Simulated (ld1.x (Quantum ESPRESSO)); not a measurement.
Before and after: TM semilocal potential for boron

* Element: boron (B)
* Generator: ld1.x (Quantum ESPRESSO) 7.5
* Type: norm-conserving Troullier–Martins (semilocal form)
* Functional: PBE
* Relativity: scalar-relativistic
* Frozen core: [He]
* Valence charge: 3
* Reference configuration: 2s2 2p1
* Partial waves: 2p (bound): rc 2.70 bohr; 3d channel at 0.05 Ry: rc 2.40 bohr; 2s (bound): rc 1.50 bohr
* Local potential: the s channel
* Core correction: none

Change: wave 2s (bound): rc 1.50 bohr becomes 2s (bound): rc 0.94 bohr.

Cutoffs: the cutoffs (Ry, on a coarse ladder) from which the occupation-weighted sum of valence levels, in a spherical-Bessel basis at the reference potential, stays within 10 and 1 mRy of its value at 400 Ry; they do not see the model core or the augmentation charge, which bear on the density cutoff. Errors are all-electron minus pseudo energies relative to the spin-unpolarised reference configuration.

Task: Predict the effect on cutoff, ghosts and configuration errors.

Result: The potential gets harder (18 Ry and 50 Ry → 70 Ry and 160 Ry); of the 7 tests that both files solve, the error grows in 0 and shrinks in 2 by more than 15 % and 0.3 meV (median size 26.4 → 14.6 meV); neither file shows a bound ghost. A smaller radius makes the pseudo-wave follow the all-electron one further in, where it bends more sharply, so more plane waves are needed. A semilocal file is local in each channel, so a ghost entry of none says nothing of the separable form that plane-wave codes build from it.

| quantity | base | changed |
| --- | --- | --- |
| cutoff, loose | 18 Ry | 70 Ry |
| cutoff, tight | 50 Ry | 160 Ry |
| loose cutoff by channel (10 mRy a level) | p 12 Ry, s 18 Ry | p 12 Ry, s 60 Ry |
| bound ghosts | none | none |
| error for 2s2 2p0, meV [ΔE 8.22 eV] | +60 | +64 |
| error for 2s1 2p0, meV [ΔE 33.64 eV] | +204 | +210 |
| error for 2s2 2p0.5, meV [ΔE 2.89 eV] | +7.0 | +7.5 |
| error for 2s1 2p2, meV [ΔE 5.85 eV] | -4.8 | -1.7 |
| error for 2s1 2p1, meV [ΔE 14.36 eV] | -38 | -37 |
| error for 2s0 2p3, meV [ΔE 11.72 eV] | -26 | +15 |
| error for 2s2 2p1.3, meV [ΔE -0.74 eV] | +0.2 | +0.3 |
| s: phases at 2.96 bohr within 0.05 rad from the reference energy up to (Ry; the scan ends near 5) | 1.4 | 1.3 |
| p: phases at 2.96 bohr within 0.05 rad from the reference energy up to (Ry; the scan ends near 5) | 0.9 | 0.9 |
| d: phases at 2.96 bohr within 0.05 rad from the reference energy up to (Ry; the scan ends near 5) | 4.1 | 4.1 |
